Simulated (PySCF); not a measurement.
**K: ionisation energy**

K [Ar] 4s1 (2S) → K⁺ [Ar] (1S), as a difference of total energies. Calculation: PySCF 2.14, in aug-cc-pwCVTZ-X2C with one added diffuse shell each of s, p, d, f type (10s9p7d4f, 100 functions); the spin-free X2C one-electron Hamiltonian (Gaussian nucleus). Correlated levels: valence and next inner shell: [Ne] frozen; nothing frozen. The calculations carry no spin-orbit coupling.

```csv
method,ionisation energy (eV),error (eV)
UHF,4.023,-0.318
LDA,4.553,+0.212
PBE,4.465,+0.124
PBE0,4.392,+0.051
r2SCAN,4.262,-0.079
LC-wPBE,4.236,-0.105
B97-3,4.195,-0.146
HSE06,4.401,+0.060
BP86,4.497,+0.156
MP2 (valence and next inner shell),4.301,-0.040
SCS-MP2 (valence and next inner shell),4.244,-0.097
MP2 (all electrons),4.304,-0.037
SCS-MP2 (all electrons),4.246,-0.095
```

Reference: 4.341 eV (measured; NIST Atomic Spectra Database, ionization energies).

Errors of the correlated levels include the incompleteness of this basis and the frozen core.
